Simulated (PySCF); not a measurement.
Dipole polarisabilities along group 6, charge +2

Calculated with PySCF 2.14 for the ground configurations, without spin-orbit coupling: coupled response for Hartree-Fock and DFT. Mean α in bohr³, C₆ of like pairs in atomic units.

```
                                              species  α UHF  α PBE  α PBE0  C₆ UHF  C₆ PBE  C₆ PBE0
        Cr²⁺ [Ar] 3d4 (aug-cc-pVTZ-DK, spin-free X2C)  3.673  4.684   4.306   10.92   14.04    12.87
        Mo²⁺ [Kr] 4d4 (aug-cc-pVTZ-DK, spin-free X2C)  9.264  10.49   9.965   49.13   55.91    52.99
W²⁺ [Xe] 4f14 5d4 (aug-cc-pVTZ-PP with ECP60MDF, ECP)  12.28  13.75   13.09   72.24   81.51    77.41
```
